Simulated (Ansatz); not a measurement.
```xyz
12

C     1.090    0.504    1.168
B     0.375    1.147   -0.070
N    -0.521    0.427   -0.881
Si   -1.005   -1.239   -0.699
H     2.177    0.570    1.044
H     0.841   -0.541    1.370
H     0.865    1.082    2.071
H     0.585    2.296   -0.356
H    -0.932    0.924   -1.657
H     0.156   -2.159   -0.807
H    -1.965   -1.536   -1.793
H    -1.666   -1.475    0.610
```

The species carries charge 0 and has multiplicity 1.

Task: List the CAM-B3LYP/def2-TZVPP orbital energies in eV (Ansatz 0.2.0). (An estimate is asked.)

Result: The calculation gave: Occupied: -1801.20, -391.22, -277.89, -185.26, -145.75, -101.09, -101.07, -101.06, -25.62, -21.05, -17.14, -15.84, -13.96, -12.83, -12.67, -11.67, -11.54, -11.10, -10.13, -9.64. Lowest empty: 1.23, 1.27, 2.13, 2.36, 2.58, 2.79, 2.91, 3.95.
